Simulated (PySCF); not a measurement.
Two-component Hartree-Fock for Hf⁵¹⁺ (hafnium, charge +51)

Start: [Ar] 3d3; 3d3/2 filled at m_j = -1/2, +1/2, +3/2. Calculated with PySCF 2.14 in an uncontracted even-tempered set (15 s from 14 bohr⁻², ratio 2.8; 12 p from 18 bohr⁻², ratio 2.8; 8 d from 18 bohr⁻², ratio 2.8; 3 f from 57 bohr⁻², ratio 3): generalised Hartree-Fock with the X2C-1e Hamiltonian and a Gaussian nucleus; one run each with spin-orbit coupling (SO) switched off, then screened by Boettger's factors.

```csv
spinor shell,electrons,"ε, spin-free (eV)","ε, screened SO (eV)",weight of nominal j (screened SO),"rms radius, screened SO (bohr)"
1s1/2,2,-69026.0,-69003.5,1.000,0.0215
2s1/2,2,-14611.9,-14602.8,1.000,0.0862
2p1/2,2,-13239.9,-14106.1,1.000,0.0734
2p3/2,4,-13239.9,-12877.4,1.000,0.0802
3s1/2,2,-5493.9,-5490.9,1.000,0.213
3p1/2,2,-5071.0,-5296.9,1.000,0.203
3p3/2,4,-5071.0,-4974.5,1.000,0.216
3d3/2,3,-4684.3,-4712.3,0.998,0.185
```

```tsv
quantity	spin-free	screened SO
E (hartree)	-12685.66500	-12704.86596
M_J	3/2	3/2
⟨J²⟩	6.750	3.768
⟨L²⟩	12.000	7.696
⟨S²⟩	3.750	2.088
```

Each row is a mean over spinors that exchange with the open shell spreads, by up to 23.943 eV (3p1/2).

Breit and QED terms are absent; they matter most for the inner s and p1/2 levels.

Densities and radii are taken from the X2C orbitals without a picture-change correction, which distorts them close to the nucleus.

Without spin-orbit coupling the j labels of p, d and f shells carry no meaning; the spin-free column gives the mean over the occupied spinors of each nl shell, and its ⟨J²⟩ belongs to a mixture of degenerate components.
